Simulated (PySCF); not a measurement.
C4H5FSi. Atoms are numbered in the order given.

```xyz
11

C     -1.0204    -2.6712     0.0000
C      0.0134    -2.0398     0.0000
C      1.2074    -1.2347     0.0000
C      1.1512     0.1088     0.0000
Si    -0.4793     1.0238     0.0000
F     -0.1321     2.6192     0.0000
H     -1.9342    -3.2399     0.0000
H      2.1641    -1.7711     0.0000
H      2.0942     0.6688     0.0000
H     -1.2676     0.7286     1.2244
H     -1.2676     0.7286    -1.2244
```

Coordinates come from a ωB97X-D3(BJ)/def2-SVP optimisation. The structure was generated by enumeration; whether it is a known compound was not checked. One conformer was computed; it need not be the lowest.

Computed with TDA-M06-2X/def2-SVPD (PySCF).

Vertical excitations. Gas-phase values at a fixed geometry. State labels are in the subgroup Cs.

| state | symmetry | energy (eV) | λ (nm) | f | main pairs |
|---|---|---|---|---|---|
| S1 | A" | 5.20 | 238 | 0.000 | HOMO−1→LUMO 83 % |
| S2 | A' | 5.82 | 213 | 0.299 | HOMO→LUMO 82 % |
| S3 | A" | 6.11 | 203 | 0.002 | HOMO→LUMO+1 36 %, HOMO→LUMO+3 18 %, HOMO−3→LUMO 15 %, HOMO−1→LUMO 10 % |
| S4 | A" | 6.40 | 194 | 0.001 | HOMO−3→LUMO 79 % |
| S5 | A" | 7.00 | 177 | 0.003 | HOMO→LUMO+1 40 %, HOMO→LUMO+3 29 %, HOMO→LUMO+4 11 % |
| S6 | A' | 7.34 | 169 | 0.141 | HOMO−2→LUMO 76 % |
| S7 | A" | 7.39 | 168 | 0.001 | HOMO→LUMO+2 85 % |
| S8 | A" | 7.89 | 157 | 0.052 | HOMO→LUMO+3 39 %, HOMO→LUMO+4 30 %, HOMO−2→LUMO+1 11 % |
| S9 | A' | 7.93 | 156 | 0.246 | HOMO−1→LUMO+1 47 %, HOMO→LUMO+8 14 %, HOMO−2→LUMO 9 %, HOMO−3→LUMO+1 8 % |
| S10 | A' | 8.04 | 154 | 0.022 | HOMO−1→LUMO+3 33 %, HOMO−1→LUMO+2 21 %, HOMO→LUMO+8 14 %, HOMO−1→LUMO+1 12 % |
| T1 | A' | 3.65 | 339 | 0 | HOMO→LUMO 93 % |
| T2 | A" | 5.11 | 243 | 0 | HOMO−1→LUMO 90 % |
| T3 | A' | 5.67 | 219 | 0 | HOMO−2→LUMO 24 %, HOMO−4→LUMO 20 %, HOMO−1→LUMO+3 12 %, HOMO−1→LUMO+1 10 % |
| T4 | A" | 5.87 | 211 | 0 | HOMO−3→LUMO 37 %, HOMO→LUMO+1 24 %, HOMO→LUMO+3 15 %, HOMO→LUMO+4 8 % |
Triplets are in the Tamm–Dancoff approximation.
